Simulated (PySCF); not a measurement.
Potential energy of CsCa⁻ along the bond

Set-up: PySCF, scalar-relativistic core potentials, basis sets Cs def2-SVPD with ECP46, Ca def2-SVPD. Energies in eV from Cs⁻ + Ca in their ground configurations at the same level. State: ¹Σ⁺ (singlet), closed shell.

| R (Å) | RHF-CCSD | PBE | RHF-CCSD(T) |
| --- | --- | --- | --- |
| 4.309 |  | -0.3395 |  |
| 4.509 | -0.2001 | -0.3817 | -0.2709 |
| 4.709 | -0.2288 | -0.4033 | -0.2961 |
| 4.860 | -0.2400 | -0.4097 | -0.3047 |
| 5.010 | -0.2448 | -0.4101 | -0.3067 |
| 5.160 | -0.2450 | -0.4060 | -0.3041 |
| 5.361 | -0.2400 | -0.3956 | -0.2953 |
| 5.611 | -0.2284 | -0.3777 | -0.2791 |
| 5.912 | -0.2102 | -0.3526 | -0.2553 |
| 6.313 |  | -0.3180 |  |

Put a parabola through the three lowest points of the RHF-CCSD curve and estimate Re, k and ωe (reduced mass 30.72 u; 1 eV/Å² = 0.16022 mdyn/Å; ωe = 1302.8·√(k/μ) cm⁻¹).

Through R = 5.01, 5.16, 5.361 Å the second-order coefficient is 0.0747 eV/Å², so Re ≈ 5.094 Å, k ≈ 0.0239 mdyn/Å and ωe ≈ 36 cm⁻¹. A polynomial fit of higher order to the unrounded RHF-CCSD energies gives Re = 5.089 Å, k = 0.0281 mdyn/Å, ωe = 39.4 cm⁻¹; anharmonicity and rounding make the difference.

The higher-order fit for each curve: RHF-CCSD: Re = 5.089 Å, ωe = 39.4 cm⁻¹, De = 0.245 eV; PBE: Re = 4.944 Å, ωe = 44.7 cm⁻¹, De = 0.411 eV; RHF-CCSD(T): Re = 4.993 Å, ωe = 43.8 cm⁻¹, De = 0.307 eV.

Correlated steps freeze 5 core orbitals. Closed-shell solutions of metal pairs were not tested for spin polarisation, which can lower them a little. The bond is weak. Basis-set superposition, not corrected here, can be much of De in a small basis, most of all at correlated wavefunction levels. Spin–orbit coupling is left out. For an ion De counts to the pair picked by the measured ionisation energies or electron affinities, which need not be the lowest pair at this level. The highest Kohn–Sham level is positive in this anion. Much of that is self-interaction error, but it also means that the finite basis helps to hold the extra electron. The CCSD T1 diagnostic is raised, a sign that a single reference may not be enough here.
